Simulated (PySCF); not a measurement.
GeOBr₂, SMILES [O]=[Ge]([Br])[Br]. Geometry optimised at B3LYP-D3(BJ)/def2-SVP.

Method: B3LYP-D3(BJ)/def2-SVP (PySCF).

Harmonic wavenumbers (cm⁻¹): 101, 160, 189, 278, 332, 979. Rotational constants (GHz): 2.689, 0.9137, 0.6820; symmetry number 2.

Work out the zero-point energy and the ideal-gas rigid-rotor harmonic-oscillator thermochemistry at 298.15 K and 1 atm.

ZPE = ½ Σ hcν = ½ × 2040 cm⁻¹ = 12.20 kJ/mol. H − E(el) = 29.49 kJ/mol. Entropy in J/(mol K): translation 177.53, rotation 118.25, vibration 46.50, total 342.29. G − E(el) = -72.57 kJ/mol. Cp = 72.67 J/(mol K). Modes under 150 cm⁻¹ make the vibrational entropy uncertain.
